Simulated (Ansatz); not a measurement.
`[SiH3]OC[SiH2]S` + H₂Se → `S[SiH2][SeH]` + `CO[SiH3]`  (ligand exchange at the Si–C bond)

Isolated molecules relaxed with PBE0-D4/def2-TZVP in Ansatz; ΔE leaves out vibrations. CBS: MP2 limit from def2 TZ/QZ plus the TZ coupled-cluster correction, frozen cores. DFT in def2-TZVPP. For Se outer-core shells are correlated without core-valence functions, which leaves a few kJ/mol of doubt a bond. Scalar relativity is left out up to krypton. One conformer a species, not always the lowest.

```tsv
level	ΔE (kJ/mol)
PBE-QIDH	-77.7
revPBE	-78.5
```

Q: What does CCSD(T)/CBS give? (Estimate.)

A: Computed: -74.5 kJ/mol. The listed levels differ from it by -3.2, -4.0 kJ/mol.

Q: What do rigid-rotor, harmonic-oscillator terms from PBE0-D4/def2-TZVP frequencies (298.15 K, 1 bar) make of the CCSD(T)/CBS value? (Estimate.)

A: Computed: ΔZPE = +11.8 kJ/mol, ΔH = -64.3 kJ/mol, ΔS = 14 J/(mol·K), ΔG = -68.4 kJ/mol. Modes under 50 cm⁻¹ make the entropy rough.

Largest T1 diagnostic among the species: 0.012.

The D4 term adds +3.5 kJ/mol with B3LYP and +2.5 kJ/mol with PBE0; it sums over pairs of atoms, weighted by their polarisabilities, and B3LYP, whose exchange is more repulsive, gets the larger term. Leaving LDA and LC-ωPBE aside and taking each functional with its dispersion term where it has one, the values, not all of them listed here, spread over 10.8 kJ/mol, from PBE-QIDH to CAM-B3LYP-D4. LDA lies +8.1 kJ/mol from PBE without D4. At CCSD(T), def2-SVP lies +12.6 kJ/mol from the extrapolated value and def2-TZVPP +5.0 kJ/mol.

B3LYP here is the variant with VWN-RPA as its local correlation; programs differ in this.
